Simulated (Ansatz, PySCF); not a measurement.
The pair A = H2 (SMILES [H][H]) (first 2 atoms), B = CH6Si (SMILES C[SiH3]); geometry from B3LYP-D3(BJ)/def2-TZVP.
(charge 0, multiplicity 1):
```xyz
10

H     -0.612     0.304     0.138
H      0.031     0.269    -0.236
C      0.751    -1.122     3.238
Si    -0.250     0.439     3.520
H      1.712    -1.066     3.753
H      0.945    -1.272     2.174
H      0.218    -1.998     3.612
H     -0.512     0.635     4.967
H     -1.554     0.359     2.819
H      0.478     1.628     3.013
```

Rows in 6-31G* carry no dispersion term and start afresh at each structure (6-31G* with six Cartesian d functions).

The values were computed with Ansatz (Gaussian basis) for Hartree–Fock, density functionals and correlated methods; PySCF for 6-31G* rows. Each number belongs to the level named beside it.

Total energies (hartree), monomers frozen at their geometry in the pair:

| structure | HF/6-31G* | HF/aug-cc-pV(D+d)Z | PBE/def2-TZVPPD |
|---|---|---|---|
| AB | -331.3984721 | -331.4293975 | -332.1752563 |
| A in the pair's basis | -1.1267439 | -1.1289153 | -1.1661348 |
| B in the pair's basis | -330.2723257 | -330.3009931 | -331.0087420 |
| A | -1.1266840 | -1.1288147 | -1.1661268 |
| B | -330.2722575 | -330.3008778 | -331.0087272 |

Q: Work out the interaction energy without and with the counterpoise correction, and the superposition error, for each level.

A: 
E(AB) − E(A) − E(B), times 627.509 kcal/mol, with the monomers in their own basis and then in the pair's basis:
- HF/6-31G*: 0.29 uncorrected, 0.37 corrected; the monomers gain 0.08 kcal/mol from borrowed functions
- HF/aug-cc-pV(D+d)Z: 0.19 uncorrected, 0.32 corrected; the monomers gain 0.14 kcal/mol from borrowed functions
- PBE/def2-TZVPPD: -0.25 uncorrected, -0.24 corrected; the monomers gain 0.01 kcal/mol from borrowed functions

Ansatz is a first-principles code.
